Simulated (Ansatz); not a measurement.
`CO[SiH2]N` and `N[SiH2]O[SiH2]N` differ in one atom or group.

Ansatz, PBE0-D4/def2-TZVP geometries, multiplicity 1. Each molecule was computed in one conformer, which needn't be the lowest.

```csv
property,`CO[SiH2]N`
HOMO–LUMO gap (PBE/def2-TZVPP) / eV,6.02
HOMO energy (PBE/def2-TZVPP) / eV,-6.14
HOMO energy (PBE0/def2-TZVPP) / eV,-7.61
HOMO energy (B3LYP/def2-TZVPP) / eV,-7.35
LUMO energy (PBE0/def2-TZVPP) / eV,0.70
LUMO energy (B3LYP/def2-TZVPP) / eV,0.39
```

Q: Give the same properties after the change, and the shifts. (An estimate is asked.)

A: Ansatz gave: 
```json
{"property": "HOMO–LUMO gap (PBE/def2-TZVPP) / eV", "`N[SiH2]O[SiH2]N`": "5.99", "shift": "-0.03"}
{"property": "HOMO energy (PBE/def2-TZVPP) / eV", "`N[SiH2]O[SiH2]N`": "-6.17", "shift": "-0.03"}
{"property": "HOMO energy (PBE0/def2-TZVPP) / eV", "`N[SiH2]O[SiH2]N`": "-7.63", "shift": "-0.02"}
{"property": "HOMO energy (B3LYP/def2-TZVPP) / eV", "`N[SiH2]O[SiH2]N`": "-7.37", "shift": "-0.02"}
{"property": "LUMO energy (PBE0/def2-TZVPP) / eV", "`N[SiH2]O[SiH2]N`": "0.63", "shift": "-0.07"}
{"property": "LUMO energy (B3LYP/def2-TZVPP) / eV", "`N[SiH2]O[SiH2]N`": "0.33", "shift": "-0.06"}
```

B3LYP here is the variant with VWN-RPA as its local correlation; programs differ in this.
